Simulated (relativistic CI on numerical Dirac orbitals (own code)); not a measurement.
**d1 to d9 in one octahedral field**

Computed with a parametric ligand-field model without spin-orbit coupling, by exact diagonalisation: B = 660, C = 3180, 10Dq = 22500 cm⁻¹ (Oh; |10Dq|/B = 34.1) for every shell. Energies in cm⁻¹; the field energy is (0.6 n_e − 0.4 n_t2) × 10Dq of the ground term; g labels are left out.

```csv
Shell,Ground term,Electrons in e,Field energy,First spin-allowed bands,Lowest term of other spin
d1,2T2,0.000,-9000,2E 22500,
d2,3T1,0.018,-17588,"3T2 21061, 3T1 29522",1T2 10624
d3,4A2,0.000,-27000,"4T2 22500, 4T1 29522",2E 14574
d4,?,?,?,?,?
d5,2T2,0.056,-43747,"2A2 18926, 2T1 19141",6A1 5279
d6,1A1,0.044,-53012,"1T1 20419, 1T2 29139",3T1 13655
d7,2E,1.031,-39792,"2T1 20252, 2T2 20991",4T1 7619
d8,3A2,2.000,-27000,"3T2 22500, 3T1 29522",1E 11526
d9,2E,3.000,-13500,2T2 22500,
```

**Question.** Fill in the row of d4.

**Answer.** Ground term: 3T1; Electrons in e: 0.031; Field energy: -35292; First spin-allowed bands: 3E 19717, 3T1 20551; Lowest term of other spin: 5E 3649. Low spin: d4, d5, d6, d7; the other shells keep the spin of the free ion. Only d4 to d7 can choose; the field needed to pair spins is smallest for d6 and largest for d5, which loses most exchange energy. In the strong-field picture 10Dq must exceed about 6B + 5C = 19860 (d4), 7.5B + 5C = 20850 (d5), 2.5B + 4C = 14370 (d6) and 4B + 4C = 15360 (d7); mixing of terms shifts these bounds somewhat.
